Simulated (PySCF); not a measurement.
## Löwdin shares of the frontier orbitals

Species: C5H4FP.
Bonds: F1–C2, C2–C3 (aromatic), C3–C4 (aromatic), C4–C5 (aromatic), C5–P6 (aromatic), P6–C7 (aromatic), C2–C7 (aromatic). Hydrogens: H8 on C3; H9 on C4; H10 on C5; H11 on C7.

Computed with PySCF 2.14.0, density-fitted response routines, TDDFT B3LYP/def2-SVPD, vertical, gas phase, core orbitals frozen in the response. Geometry: GFN2-xTB; no solvent, vibrations or thermal averaging.

Frontier orbitals with the atoms that hold most of them (Löwdin shares over 4%, at most four atoms; ? is withheld):

| orbital | ε (eV) | atoms |
| --- | --- | --- |
| LUMO+2 | 0.57 | C4 20%, H9 17%, C5 12%, C3 12% |
| LUMO+1 | -1.10 | C4 20%, C5 19%, C2 18%, C7 15% |
| LUMO | ? | ? |
| HOMO | -7.17 | P6 26%, C5 20%, C3 20%, C2 10% |
| HOMO-1 | -7.69 | ? |
| HOMO-2 | -7.84 | P6 64%, C5 12%, C7 12%, C4 5% |
| HOMO-3 | -9.84 | C5 23%, C7 20%, P6 18%, H10 10% |

Q: Give the leading atoms of the HOMO-1.

A: C7 (bonded to C, P and H) 30%; C4 (bonded to 2 C and H) 18%; C2 (bonded to 2 C and F) 15%; C5 (bonded to C, P and H) 13%.

Q: Which atoms hold the LUMO, and with what shares?

A: P6 (bonded to 2 C) 37%; C3 (bonded to 2 C and H) 17%; C7 (bonded to C, P and H) 16%; C5 (bonded to C, P and H) 13%. By element: carbon 46% or more, phosphorus 37%.

Q: What is the LUMO energy, and the HOMO–LUMO gap?

A: ε(LUMO) = -1.92 eV; the gap is 5.25 eV (0.1930 hartree).

Q: How does S1 compare with the orbital gap of 5.25 eV?

A: S1 is at 4.74 eV (f = 0.015), 0.51 eV below the gap, made of HOMO-1→LUMO (42%), HOMO→LUMO+1 (28%), HOMO→LUMO (25%). Its leading pair isn't HOMO and LUMO; the energies of that pair differ by 5.77 eV. Without the coupling terms of the response equations the lowest excitation would equal the gap.

Q: Give energy, strength and leading configuration of S2, S4 and S6, and follow the Löwdin shares of the leading atoms from the occupied to the empty orbital.

A: 
- S2 (4.97 eV, f 0.016), HOMO-2→LUMO (98%): P6 64% → 37%, C5 12% → 13%, C3 at most 5% → 17%
- S4 (5.57 eV, f 0.0001), HOMO-2→LUMO+1 (99%): P6 64% → at most 15%, C5 12% → 19%, C4 5% → 20%
- S6 (6.59 eV, f 0.417), HOMO-1→LUMO+1 (83%): C7 30% → 15%, C4 18% → 20%, C5 13% → 19%

On one thread of an Arm Neoverse V1, on a shared host, this took 24 s of wall time (grids of density and orbitals included) and 0.71 GiB of memory at its peak.
